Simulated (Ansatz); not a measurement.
`B/C=C/[SiH3]` + H₂O → `O/C=C/[SiH3]` + BH₃ at 600 K and 1 bar (formal hydrolysis of a C–B bond).

Gas-phase electronic energies from Ansatz, PBE0-D4/def2-TZVP geometries. CBS: MP2 limit from def2 TZ/QZ plus the TZ coupled-cluster correction, frozen cores. This one scheme is used for every species. Double bonds are as drawn, so ΔE can hold a change between cis and trans. Each species was taken in one conformer, which may not be the lowest.

```csv
species,CCSD(T)/CBS energy (Eh),H − E (kJ/mol),S (J/(mol·K))
`B/C=C/[SiH3]`,-394.14024,263.6,413.5
H₂O,-76.37941,76.8,212.8
`O/C=C/[SiH3]`,-443.93797,243.9,390.9
BH₃,-26.55200,91.5,217.3
```

H − E and S are ideal-gas, rigid-rotor, harmonic terms from PBE0-D4/def2-TZVP, for one conformer and one mirror image of each species. 1 Eh = 2625.50 kJ/mol, R = 8.31446 J/(mol·K).

**Question.** By hand: ΔE, ΔH, ΔS and ΔG.

**Answer.** ΔE = (-443.93797) + (-26.55200) − (-394.14024) − (-76.37941) = 0.02968 Eh = 77.9 kJ/mol. Δ(H − E) = 243.9 + 91.5 − 263.6 − 76.8 = -5.0, so ΔH = 72.9 kJ/mol. ΔS = 390.9 + 217.3 − 413.5 − 212.8 = -18.1 J/(mol·K). ΔG = 72.9 − 600 × (-18.1)/1000 = 83.8 kJ/mol.

**Question.** By hand: the equilibrium constant, and the temperature at which ΔG would vanish if ΔH and ΔS stayed fixed.

**Answer.** log₁₀ K = −ΔG/(RT ln 10) = -7.3. ΔH and −TΔS have one sign here, so there is no such temperature.

ΔH outweighs TΔS. A doubt of 5 kJ/mol in ΔE shifts log₁₀ K by 0.4 here. Other conformers and mirror images would add mixing entropy, several J/(mol·K) or more a flexible species. These are equilibria of isolated gas molecules and say nothing of rates. Largest T1 diagnostic: 0.013 (customary marks: 0.02 for closed shells, 0.045 for open ones).
